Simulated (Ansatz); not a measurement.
`[F][In]([Cl])[GeH3]` + HCl → `[F][In]([Cl])[Cl]` + GeH₄ at 298.15 K and 1 bar (cleavage of the In–Ge bond).

Computed with Ansatz on PBE0-D4/def2-TZVP structures; ΔE is electronic, products minus reactants. CCSD(T)/CBS adds triple-zeta CCSD(T) − MP2 to the extrapolated MP2 energy (def2 sets, frozen cores). This one scheme is used for every species. def2 core potentials past Kr. For Ge, In outer-core shells are correlated without core-valence functions, which leaves a few kJ/mol of doubt a bond. Scalar relativity is left out up to krypton.

| species | CCSD(T)/CBS energy (Eh) | H − E (kJ/mol) | S (J/(mol·K)) |
| --- | --- | --- | --- |
| `[F][In]([Cl])[GeH3]` | -2827.39267 | 91.0 | 399.0 |
| HCl | -460.38127 | 26.6 | 186.8 |
| `[F][In]([Cl])[Cl]` | -1209.28900 | 27.9 | 339.6 |
| GeH₄ | -2078.49493 | 88.5 | 217.3 |

H − E and S are ideal-gas, rigid-rotor, harmonic terms from PBE0-D4/def2-TZVP, for one conformer and one mirror image of each species. 1 Eh = 2625.50 kJ/mol, R = 8.31446 J/(mol·K).

By hand: ΔE, ΔH, ΔS and ΔG.

ΔE = (-1209.28900) + (-2078.49493) − (-2827.39267) − (-460.38127) = -0.00999 Eh = -26.2 kJ/mol. Δ(H − E) = 27.9 + 88.5 − 91.0 − 26.6 = -1.2, so ΔH = -27.4 kJ/mol. ΔS = 339.6 + 217.3 − 399.0 − 186.8 = -28.9 J/(mol·K). ΔG = -27.4 − 298.15 × (-28.9)/1000 = -18.8 kJ/mol.

By hand: the equilibrium constant, and the temperature at which ΔG would vanish if ΔH and ΔS stayed fixed.

log₁₀ K = −ΔG/(RT ln 10) = 3.3. ΔG = 0 at ΔH/ΔS = 948 K.

ΔH outweighs TΔS. A doubt of 5 kJ/mol in ΔE shifts log₁₀ K by 0.9 here. Other conformers and mirror images would add mixing entropy, several J/(mol·K) or more a flexible species. Modes under 60 cm⁻¹, often nearly free rotors, make the harmonic entropy too high. These are equilibria of isolated gas molecules and say nothing of rates. Largest T1 diagnostic: 0.014 (customary marks: 0.02 for closed shells, 0.045 for open ones).
